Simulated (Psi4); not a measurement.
C5H8O, triplet, at a GFN2-xTB geometry (a higher spin typed on purpose: for a closed-shell molecule this is an excited state); MP2/cc-pVDZ (Psi4 1.11).

Psi4 was given this input:
```
memory 2 GB

molecule mol {
0 3
  O     0.863189    1.826044   -0.658817
  C     0.394161    0.884222    0.069748
  C     1.135481   -0.479910    0.114715
  C     0.055620   -1.542524   -0.049711
  C    -1.189062   -0.886295    0.537486
  C    -1.111390    0.536018    0.004577
  H     1.910358   -0.514339   -0.652910
  H     1.614324   -0.538693    1.096959
  H     0.327645   -2.471410    0.453209
  H    -0.102845   -1.755736   -1.107763
  H    -1.133346   -0.881928    1.626708
  H    -2.113489   -1.378749    0.235734
  H    -1.449733    0.597031   -1.036691
  H    -1.667289    1.266410    0.594403
}

set basis cc-pvdz
set reference uhf
set freeze_core true
set mp2_type conv
set scf_type pk
set puream true
set d_convergence 1e-8

energy('mp2')
print_variables()
```

### Question
Predict the main parts of the log of this Psi4 run.

### Answer

```
   => Loading Basis Set <=

    Name: CC-PVDZ
    Role: ORBITAL
    Keyword: BASIS

         ---------------------------------------------------------
                                   SCF
               by Justin Turney, Rob Parrish, Andy Simmonett
                          and Daniel G. A. Smith
                              UHF Reference
         ---------------------------------------------------------

  ==> Geometry <==

    Molecular point group: c1
    Full point group: C1

    Geometry (in Angstrom), charge = 0, multiplicity = 3:

       Center              X                  Y                   Z               Mass
    ------------   -----------------  -----------------  -----------------  -----------------
         O            0.832382452951     1.759140880960    -0.644578806969    15.994914619570
         C            0.363354452951     0.817318880960     0.083986193031    12.000000000000
         C            1.104674452951    -0.546813119040     0.128953193031    12.000000000000
         C            0.024813452951    -1.609427119040    -0.035472806969    12.000000000000
         C           -1.219868547049    -0.953198119040     0.551724193031    12.000000000000
         C           -1.142196547049     0.469114880960     0.018815193031    12.000000000000
         H            1.879551452951    -0.581242119040    -0.638671806969     1.007825032230
         H            1.583517452951    -0.605596119040     1.111197193031     1.007825032230
         H            0.296838452951    -2.538313119040     0.467447193031     1.007825032230
         H           -0.133651547049    -1.822639119040    -1.093524806969     1.007825032230
         H           -1.164152547049    -0.948831119040     1.640946193031     1.007825032230
         H           -2.144295547049    -1.445652119040     0.249972193031     1.007825032230
         H           -1.480539547049     0.530127880960    -1.022452806969     1.007825032230
         H           -1.698095547049     1.199506880960     0.608641193031     1.007825032230

  Running in c1 symmetry.

  Rotational constants: A =      0.21886  B =      0.11193  C =      0.08164 [cm^-1]
  Rotational constants: A =   6561.39618  B =   3355.64747  C =   2447.62683 [MHz]
  Nuclear repulsion =  234.812490780903858

  Charge       = 0
  Multiplicity = 3
  Electrons    = 46
  Nalpha       = 24
  Nbeta        = 22

  ==> Algorithm <==

  SCF Algorithm Type is PK.
  DIIS enabled.
  MOM disabled.
  Fractional occupation disabled.
  Guess Type is SAD.
  Energy threshold   = 1.00e-08
  Density threshold  = 1.00e-08
  Integral threshold = 1.00e-12

  ==> Primary Basis <==

  Basis Set: CC-PVDZ
    Blend: CC-PVDZ
    Number of shells: 60
    Number of basis functions: 124
    Number of Cartesian functions: 130
    Spherical Harmonics?: true
    Max angular momentum: 2

  ==> Integral Setup <==

  Using in-core PK algorithm.
   Calculation information:
      Number of atoms:                  14
      Number of AO shells:              60
      Number of primitives:            172
      Number of atomic orbitals:       130
      Number of basis functions:       124

      Integral cutoff                 1.00e-12
      Number of threads:                 1

  Performing in-core PK
  Using 60070250 doubles for integral storage.
  We computed 1633514 shell quartets total.
  Whereas there are 1675365 unique shell quartets.

  ==> DiskJK: Disk-Based J/K Matrices <==

    J tasked:                  Yes
    K tasked:                  Yes
    wK tasked:                  No
    Schwarz Cutoff:          1E-12

  Minimum eigenvalue in the overlap matrix is 2.4260468525E-03.
  Reciprocal condition number of the overlap matrix is 3.6987533931E-04.
    Using symmetric orthogonalization.

  ==> Pre-Iterations <==

  SCF Guess: Superposition of Atomic Densities via on-the-fly atomic UHF (no occupation information).

   -------------------------
    Irrep   Nso     Nmo
   -------------------------
     A        124     124
   -------------------------
    Total     124     124
   -------------------------

  ==> Iterations <==

                        Total Energy        Delta E     RMS |[F,P]|

   @UHF iter SAD:  -268.20850927724223   -2.68209e+02   0.00000e+00
   @UHF iter   1:  -268.59103830599747   -3.82529e-01   3.72068e-03 DIIS/ADIIS
   @UHF iter   2:  -268.73800774649033   -1.46969e-01   1.99468e-03 DIIS/ADIIS
   @UHF iter   3:  -268.77191000410699   -3.39023e-02   6.54010e-04 DIIS/ADIIS
   @UHF iter   4:  -268.78555812551957   -1.36481e-02   3.87228e-04 DIIS/ADIIS
   @UHF iter   5:  -268.78975682380519   -4.19870e-03   2.15516e-04 DIIS/ADIIS
   @UHF iter   6:  -268.79199056548606   -2.23374e-03   8.90821e-05 DIIS
   @UHF iter   7:  -268.79232433083308   -3.33765e-04   3.99573e-05 DIIS
   @UHF iter   8:  -268.79237708754192   -5.27567e-05   2.15882e-05 DIIS
   @UHF iter   9:  -268.79239466919961   -1.75817e-05   9.83915e-06 DIIS
   @UHF iter  10:  -268.79239902113477   -4.35194e-06   5.52733e-06 DIIS
   @UHF iter  11:  -268.79240093282817   -1.91169e-06   4.47362e-06 DIIS
   @UHF iter  12:  -268.79240290987389   -1.97705e-06   3.60232e-06 DIIS
   @UHF iter  13:  -268.79240507960185   -2.16973e-06   2.48859e-06 DIIS
   @UHF iter  14:  -268.79240637604710   -1.29645e-06   1.36540e-06 DIIS
   @UHF iter  15:  -268.79240665595842   -2.79911e-07   6.31210e-07 DIIS
   @UHF iter  16:  -268.79240669662238   -4.06640e-08   2.90600e-07 DIIS
   @UHF iter  17:  -268.79240670074063   -4.11825e-09   1.58713e-07 DIIS
   @UHF iter  18:  -268.79240670167900   -9.38371e-10   8.86865e-08 DIIS
   @UHF iter  19:  -268.79240670206650   -3.87502e-10   4.77374e-08 DIIS
   @UHF iter  20:  -268.79240670218104   -1.14539e-10   2.59430e-08 DIIS
   @UHF iter  21:  -268.79240670221429   -3.32534e-11   1.27426e-08 DIIS
   @UHF iter  22:  -268.79240670222021   -5.91172e-12   5.49656e-09 DIIS
  Energy and wave function converged.

  ==> Post-Iterations <==

   @Spin Contamination Metric:   1.484902304E-02
[...]
  @UHF Final Energy:  -268.79240670222021
    Total Energy =                       -268.7924067022202053
  DIE_IF_NOT_CONVERGED          => (empty)
[...]
  FREEZE_CORE                   => TRUE            !
  FREEZE_CORE_POLICY            => (empty)
  FROZEN_DOCC                   => (empty)
  FROZEN_UOCC                   => (empty)
  INTEGRAL_PACKAGE              => (empty)
  IP_POLES                      => (empty)
  LEVEL_SHIFT                   => (empty)
  LITERAL_CFOUR                 => (empty)
  LS_THC_BASIS_TOLERANCE        => (empty)
  LS_THC_DF                     => (empty)
  LS_THC_PRUNING_SCHEME         => (empty)
  LS_THC_RADIAL_POINTS          => (empty)
  LS_THC_SPHERICAL_POINTS       => (empty)
  LS_THC_S_EPSILON              => (empty)
  LS_THC_WEIGHTS_TOLERANCE      => (empty)
  MAT_NUM_COLUMN_PRINT          => (empty)
  MAX_MOGRAD_CONVERGENCE        => (empty)
  MAX_RADIAL_MOMENT             => (empty)
  MBIS_D_CONVERGENCE            => (empty)
  MBIS_MAXITER                  => (empty)
  MBIS_PRUNING_SCHEME           => (empty)
  MBIS_RADIAL_POINTS            => (empty)
  MBIS_SPHERICAL_POINTS         => (empty)
  MOGRAD_DAMPING                => (empty)
  MOLDEN_WITH_VIRTUAL           => (empty)
  MO_MAXITER                    => (empty)
  MO_READ                       => (empty)
  MO_STEP_MAX                   => (empty)
  MO_WRITE                      => (empty)
  MP2_OS_SCALE                  => (empty)
  MP2_SOS_SCALE                 => (empty)
  MP2_SOS_SCALE2                => (empty)
  MP2_SS_SCALE                  => (empty)
  MP2_TYPE                      => CONV            !
  MP_TYPE                       => (empty)
  NAT_ORBS                      => (empty)
  NUM_FROZEN_DOCC               => (empty)
  NUM_FROZEN_UOCC               => (empty)
  NUM_GPUS                      => (empty)
  OCC_ORBS_PRINT                => (empty)
  OEPROP                        => (empty)
  OPT_METHOD                    => (empty)
  ORBITAL_OPTIMIZER_PACKAGE     => (empty)
  ORB_OPT                       => FALSE           !
  ORB_RESP_SOLVER               => (empty)
  ORTH_TYPE                     => (empty)
  OS_SCALE                      => (empty)
  PARENT_SYMMETRY               => (empty)
  PCG_BETA_TYPE                 => (empty)
  PCG_CONVERGENCE               => (empty)
  PCG_MAXITER                   => (empty)
  PCM                           => (empty)
  PE                            => (empty)
  PRINT                         => (empty)
  PRINT_NOONS                   => (empty)
  PROPERTIES                    => (empty)
  PROPERTIES_ORIGIN             => (empty)
  PUREAM                        => TRUE            !
  QC_MODULE                     => (empty)
  RAS1                          => (empty)
  RAS2                          => (empty)
  RAS3                          => (empty)
  RAS4                          => (empty)
  RELATIVISTIC                  => (empty)
  RELAXED                       => (empty)
  REMP_A                        => (empty)
  RESTRICTED_DOCC               => (empty)
  RESTRICTED_UOCC               => (empty)
  RMS_MOGRAD_CONVERGENCE        => (empty)
  R_CONVERGENCE                 => (empty)
  SCF_TYPE                      => PK              !
  SCREENING                     => (empty)
  SCS_TYPE                      => (empty)
  SOCC                          => (empty)
  SOS_TYPE                      => (empty)
  SPIN_SCALE_TYPE               => NONE            !
  SS_SCALE                      => (empty)
  SYMMETRIZE                    => (empty)
  TPDM_ABCD_TYPE                => (empty)
  WFN                           => (empty)
  WFN_TYPE                      => OMP2            !
  WRITER_FILE_LABEL             => (empty)
  ZORA_BASIS_TOLERANCE          => (empty)
  ZORA_NR_DEBUG                 => (empty)
  ZORA_PRUNING_SCHEME           => (empty)
  ZORA_RADIAL_POINTS            => (empty)
  ZORA_SPHERICAL_POINTS         => (empty)

 ==============================================================================
 ==============================================================================
 ==============================================================================

                             MP2
                    Program Written by Ugur Bozkaya,
              Additional Contributions by J. P. Misiewicz

 ==============================================================================
 ==============================================================================
 ==============================================================================

	MO spaces per irreps...

	IRREP   FC   AOCC  BOCC  AVIR    BVIR  FV
	==========================================
	   A     6    18    16   100    102     0
	==========================================

	Computing MP2 energy using SCF MOs (Canonical MP2)...
	==============================================================================
	Nuclear Repulsion Energy (a.u.)    :   234.81249078090386
	SCF Energy (a.u.)                  :  -268.79240670222021
	REF Energy (a.u.)                  :  -268.79240670222021
	Alpha-Alpha Contribution (a.u.)    :    -0.10887408984204
	Alpha-Beta Contribution (a.u.)     :    -0.61285828121832
	Beta-Beta Contribution (a.u.)      :    -0.09315952163997
	Scaled_SS Correlation Energy (a.u.):    -0.06734453716067
	Scaled_OS Correlation Energy (a.u.):    -0.73542993746198
	SCS-MP2 Total Energy (a.u.)        :  -269.59518117684280
	SOS-MP2 Total Energy (a.u.)        :  -269.52783663968216
	SCSN-MP2 Total Energy (a.u.)       :  -269.14798585842851
	SCS-MP2-VDW Total Energy (a.u.)    :  -269.67788210792071
	SOS-PI-MP2 Total Energy (a.u.)     :  -269.65040829592584
	MP2 Correlation Energy (a.u.)      :    -0.81489189270033
	MP2 Total Energy (a.u.)            :  -269.60729859492051
	==============================================================================

  Variable Map:
  ----------------------------------------------------------------------------
[...]
  Array Variable Map:
  ----------------------------------------------------------------------------
[...]
[...]
```
